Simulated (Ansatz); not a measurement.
C₂H₈OSi₂, SMILES `C1O[SiH2]C[SiH2]1` at its PBE0-D4/def2-TZVP geometry, where that method's forces vanish. Charge 0, multiplicity 1.

```xyz
13

C     1.4594    0.0660    0.5762
O     1.1038   -1.1784   -0.0276
Si   -0.2078   -1.1656   -1.0409
C    -1.2836    0.2226   -0.3802
Si   -0.1697    0.9982    0.9246
H     2.1185    0.6387   -0.0891
H     2.0279   -0.1479    1.4846
H    -0.8224   -2.5143   -0.9849
H     0.2092   -0.8743   -2.4414
H    -1.5440    0.9375   -1.1633
H    -2.2091   -0.1503    0.0623
H    -0.0207    2.4724    0.7840
H    -0.6614    0.6954    2.2955
```

What forces (eV/Å) does r2SCAN-D4/def2-TZVPP give on these atoms in Ansatz? (Best estimate.)

Ansatz gave: 
```
C1   0.100  0.306  0.156
O2  -0.031 -0.329 -0.097
Si3 -0.045 -0.043 -0.070
C4  -0.019  0.001 -0.015
Si5 -0.036  0.067  0.055
H6   0.021 -0.005 -0.007
H7   0.016 -0.005 -0.013
H8   0.016  0.021 -0.006
H9  -0.007 -0.004  0.016
H10 -0.020 -0.009  0.013
H11 -0.001  0.018 -0.017
H12 -0.003 -0.019  0.006
H13  0.008  0.001 -0.021
```
